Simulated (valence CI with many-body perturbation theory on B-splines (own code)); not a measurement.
Results of a calculation; reference values are marked as such.
**Level structure of Pr XXI**

Level of theory: relativistic CI+MBPT: three valence electrons over a frozen Dirac-Fock core [Kr], a basis of 7 s, 7 p, 8 d, 6 f, 4 g, 1 h functions for each j, with the one-electron correlation potential Σ1, the two-electron term Σ2, the three-electron term Σ3, Breit, model QED; selected CI, second order for the rest, scaled by the run's own slope (own B-spline code, finite nucleus).

No measured spectrum was set against this ion. As an estimate, terms of the open shell hold to 2 to 4 % of their energy, and close levels can change places. Only levels of the ground parity were solved; by the run's estimate the other parity begins above the list, which can be wrong where configurations are misplaced.

Levels 1 to 19 of 19, with energies above the lowest level, 4d³ ⁴F_3/2. "Leading %" is the weight of the configuration and term that name the level; weights of strongly mixed levels are sums over their largest components and can fall short, so below about 35 % the name and the second component can differ from the true leading terms, or belong to a minority configuration.

| No. | Configuration | Term | J | E (cm⁻¹) | Leading % | g | Second component |
| --- | --- | --- | --- | --- | --- | --- | --- |
| 1 | 4d³ | ⁴F | 3/2 | 0.0 | 73 | 0.538 | 21 % 4d³ ²D |
| 2 | 4d³ | ⁴F | 5/2 | 24162 | 92 | 1.040 | 7 % 4d³ ²D |
| 3 | 4d³ | ⁴F | 7/2 | 39224 | 72 | 1.150 | 24 % 4d³ ²G |
| 4 | 4d³ | ⁴P | 3/2 | 42130 | 46 | 1.343 | 32 % 4d³ ²P |
| 5 | 4d³ | ²G | 9/2 | 45856 | 40 | 1.142 | 36 % 4d³ ⁴F |
| 6 | 4d³ | ⁴P | 1/2 | 49395 | 69 | 2.048 | 31 % 4d³ ²P |
| 7 | 4d³ | ²G | 7/2 | 71558 | 69 | 0.992 | 27 % 4d³ ⁴F |
| 8 | 4d³ | ⁴P | 5/2 | 74570 | 84 | 1.524 | 11 % 4d³ ²D |
| 9 | 4d³ | ²H | 9/2 | 75343 | 52 | 1.110 | 47 % 4d³ ⁴F |
| 10 | 4d³ | ²D | 3/2 | 86245 | 44 | 1.167 | 40 % 4d³ ⁴P |
| 11 | 4d³ | ²P | 1/2 | 91124 | 69 | 1.285 | 31 % 4d³ ⁴P |
| 12 | 4d³ | ²H | 11/2 | 95831 | 100 | 1.089 |  |
| 13 | 4d³ | ²D | 5/2 | 103430 | 92 | 1.194 | 6 % 4d³ ⁴F |
| 14 | 4d³ | ²F | 5/2 | 111010 | 79 | 0.960 | 12 % 4d³ ²D |
| 15 | 4d³ | ²F | 7/2 | 115790 | 91 | 1.123 | 8 % 4d³ ²G |
| 16 | 4d³ | ²G | 9/2 | 117560 | 58 | 1.097 | 25 % 4d³ ²H |
| 17 | 4d³ | ²P | 3/2 | 127630 | 56 | 1.187 | 30 % 4d³ ²D |
| 18 | 4d³ | ²D | 3/2 | 165800 | 96 | 0.822 |  |
| 19 | 4d³ | ²D | 5/2 | 173510 | 77 | 1.161 | 17 % 4d³ ²F |

Names give the largest LS component (configuration and term), which can be under half, so a name can repeat, a term be missing and a line seem to break the LS rules; names also repeat where a configuration has a term twice.

The ionisation energy to 4d² ³F2 of the next ion comes out as 591.17 eV (NIST: 590 ± 4 eV (theoretical)). All 19 levels together are meant to be complete up to 180450 cm⁻¹.
